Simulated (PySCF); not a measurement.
## `InChI=1S/C2H7F2NSi3/c3-7(2-1-5)8(4)6/h7-8H,2H2,6H3/t7-,8-/m1/s1`

Geometry:
```csv
atom,x (Å),y (Å),z (Å)
N1,-3.198,-0.815,1.389
C2,-2.689,-0.512,0.409
C3,-2.022,-0.108,-0.784
Si4,-0.689,1.237,-0.443
F5,-0.032,1.402,-1.923
Si6,0.949,0.409,0.961
F7,1.723,1.730,1.512
Si8,2.565,-1.014,0.078
H9,-1.554,-0.984,-1.238
H10,-2.764,0.273,-1.489
H11,-1.378,2.516,-0.281
H12,0.320,-0.067,2.197
H13,3.317,-0.384,-1.011
H14,3.535,-1.469,1.077
H15,1.911,-2.205,-0.476
```

Method used: TDDFT CAM-B3LYP/def2-SVPD circular dichroism and optical rotation, one conformer, gas phase (PySCF 2.14.0). Geometry: GFN2-xTB.

The molecule is flexible and this is one conformer; a measurement averages over conformers.

Stereocentres: Si4 R, Si6 R.

What is the specific rotation at 633, 589.3, 546, 436, 405, 365, 355 nm?

[α] in deg dm⁻¹ (g/mL)⁻¹:
| λ (nm) | origin-invariant length gauge | modified velocity gauge | length gauge (centre of mass) | isotropic polarisability (au) |
| --- | --- | --- | --- | --- |
| 633 | +200.2 | +194.2 | +199.5 | 110.8 |
| 589.3 | +234.8 | +227.6 | +233.9 | 111.3 |
| 546 | +279.0 | +270.4 | +278.0 | 112.0 |
| 436 | +474.0 | +458.7 | +472.4 | 114.9 |
| 405 | +568.9 | +550.2 | +567.1 | 116.3 |
| 365 | +742.6 | +717.0 | +740.4 | 118.7 |
| 355 | +798.9 | +770.9 | +796.6 | 119.5 |

And for the mirror image at 589.3 nm?

-234.8 deg dm⁻¹ (g/mL)⁻¹ (origin-invariant length gauge): the same size and the opposite sign.

What is the molar rotation [Φ] = [α]·M/100 of the geometry above at 589.3 nm?

With M = 167.34 g/mol, +392.9 deg cm² dmol⁻¹ (origin-invariant length gauge).

The first excitation lies at 5.81 eV (214 nm) with R = -21.1 × 10⁻⁴⁰ esu² cm² (velocity form).
